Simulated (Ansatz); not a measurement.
Program: Ansatz. Geometries: PBE0-D4/def2-TZVP. ΔE: electronic, gas phase. CBS: MP2 limit from def2 TZ/QZ plus the TZ coupled-cluster correction, frozen cores. This one scheme is used for every species. Functionals use def2-TZVPP. B3LYP here is the variant with VWN-RPA as its local correlation; programs differ in this. HSE06 is defined as in plane-wave codes. def2 core potentials past Kr. For Sb outer-core shells are correlated without core-valence functions, which leaves a few kJ/mol of doubt a bond. One conformer a species, not always the lowest.

Consider the silylene formation by 1,1-elimination: `N[SiH](F)[O][SbH2]` → `N[Si]F` + `[OH][SbH2]`.

`N[SiH](F)[O][SbH2]`:

Cartesian coordinates in Å:
```
N 0.716 0.023 1.395
Si 1.107 0.252 -0.251
F 2.098 -0.955 -0.585
O -0.241 0.204 -1.139
Sb -1.777 -1.013 -0.844
H 1.388 -0.391 2.021
H 0.117 0.673 1.879
H 1.821 1.493 -0.611
H -2.652 -0.306 -2.138
H -2.577 0.019 0.272
```

`N[Si]F`:

Z-matrix (Å, degrees):
```
N
Si 1 1.702
H 1 1.008 2 122.2
H 1 1.010 2 125.0 3 180.0
F 2 1.622 1 98.5 3 -180.0
```

`[OH][SbH2]`:

Z-matrix (Å, degrees):
```
Sb
O 1 1.974
H 1 1.713 2 94.3
H 1 1.713 2 94.3 3 90.9
H 2 0.960 1 109.6 3 134.5
```

```json
{"level": "PBE-D4", "ΔE (kcal/mol)": "58.8", "difference from CCSD(T)/CBS": "-5.7"}
{"level": "B97M-V", "ΔE (kcal/mol)": "64.2", "difference from CCSD(T)/CBS": "-0.3"}
{"level": "B3LYP-D4", "ΔE (kcal/mol)": "62.3", "difference from CCSD(T)/CBS": "-2.2"}
{"level": "BHLYP-D4", "ΔE (kcal/mol)": "68.4", "difference from CCSD(T)/CBS": "3.9"}
{"level": "revPBE", "ΔE (kcal/mol)": "51.9", "difference from CCSD(T)/CBS": "-12.6"}
{"level": "HSE06", "ΔE (kcal/mol)": "61.4", "difference from CCSD(T)/CBS": "-3.1"}
{"level": "HF/def2-SVP", "ΔE (kcal/mol)": "64.6", "difference from CCSD(T)/CBS": "0.1"}
{"level": "CCSD(T)/def2-SVP", "ΔE (kcal/mol)": "60.5", "difference from CCSD(T)/CBS": "-4.0"}
{"level": "HF/def2-TZVPP", "ΔE (kcal/mol)": "66.2", "difference from CCSD(T)/CBS": "1.7"}
{"level": "SCS-MP2/def2-TZVPP", "ΔE (kcal/mol)": "65.6", "difference from CCSD(T)/CBS": "1.1"}
{"level": "CCSD(T)/CBS", "ΔE (kcal/mol)": "64.5", "difference from CCSD(T)/CBS": "0"}
```

Largest T1 diagnostic among the species: 0.014.

From PBE to PBE0 (25 % exact exchange), in def2-TZVPP and without D4, ΔE moves by +5.4 kcal/mol. At CCSD(T), def2-SVP lies −4.0 kcal/mol from the extrapolated value and def2-TZVPP −0.7 kcal/mol.
